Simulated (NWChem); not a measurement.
System: WO2Cl cation; SMILES [O]=[W+](=[O])[Cl]

All runs: NWChem. The spin multiplicity was typed, not searched, and may not be the lowest. def2 effective core potentials on W; no spin-orbit coupling. Each level has its own optimisation; frequencies are unscaled.

```csv
level,r O–W (Å),r Cl–W (Å),highest harmonic frequency (cm⁻¹),lowest (cm⁻¹),zero-point energy (kcal/mol)
"LDA (Slater exchange, VWN5)/def2-SVP",1.682,2.195,1065,228,4.9
PBE/def2-SVP,1.694,2.221,1036,222,4.7
PBE0/def2-SVP,___,2.207,___,227,5.0
```

Task: What belongs in the gaps?

Result: 
- PBE0/def2-SVP, r O–W (Å): 1.669
- PBE0/def2-SVP, highest harmonic frequency (cm⁻¹): 1108
